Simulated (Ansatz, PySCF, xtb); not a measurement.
Pair of molecules: C2H2 (SMILES C#C) (first 4 atoms) with H2S (SMILES S); geometry from B3LYP-D3(BJ)/def2-TZVP, rigid monomers moved along the line of their centres of mass till C2···H7 is 3.70 Å.
(charge 0, multiplicity 1):
| atom | x (Å) | y (Å) | z (Å) |
|---|---|---|---|
| C | 0.5186 | 0.2718 | -0.1566 |
| C | -0.5924 | -0.1486 | -0.0071 |
| H | 1.5048 | 0.6461 | -0.2886 |
| H | -1.5791 | -0.5209 | 0.1266 |
| S | 0.2228 | 1.0661 | 4.8018 |
| H | 0.7130 | -0.1682 | 4.9986 |
| H | 0.1237 | 0.8794 | 3.4743 |

Monomers are frozen at their geometry in the pair; levels with a basis set take the counterpoise correction. Rows marked so take none.

Frozen-core correlation. CBS: X⁻³ extrapolation of the correlation energy, Hartree–Fock from the larger set. Rows in STO-3G carry no dispersion term and start afresh at each structure.

The values were computed with Ansatz (Gaussian orbitals); PySCF for STO-3G rows; xtb for the GFN methods. Values without a source in brackets are computed.

**Question.** Estimate the interaction energy that GFN2-xTB returns for this input.

**Answer.** -0.7 kcal/mol

Ansatz is a program for electronic structure.
